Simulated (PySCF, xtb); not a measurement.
C2H6OSi2, SMILES C1[SiH2]O[SiH2]C=1.

Harmonic wavenumbers (cm⁻¹) from GFN2-xTB in xtb at its own minimum, in rising order: 139, 263, 368, 451, 494, 504, 568, 577, 621, 627, 708, 714, 747, 782, 784, 805, 920, 939, 1097, 1285, 1586, 2270, 2278, 2287, 2292, 3025, 3044.

What does PBE-D3(BJ)/def2-SVP run with PySCF give at its own minimum? (An estimate is asked for; the answer gives what the named calculation found.)

145, 260, 409, 463, 486, 627, 652, 658, 669, 674, 685, 736, 788, 904, 929, 937, 957, 981, 1047, 1244, 1532, 2161, 2162, 2164, 2170, 3064, 3084. Paired by order, the mean absolute difference is 63 cm⁻¹ and the zero-point energies are 43.1 and 43.7 kcal/mol.
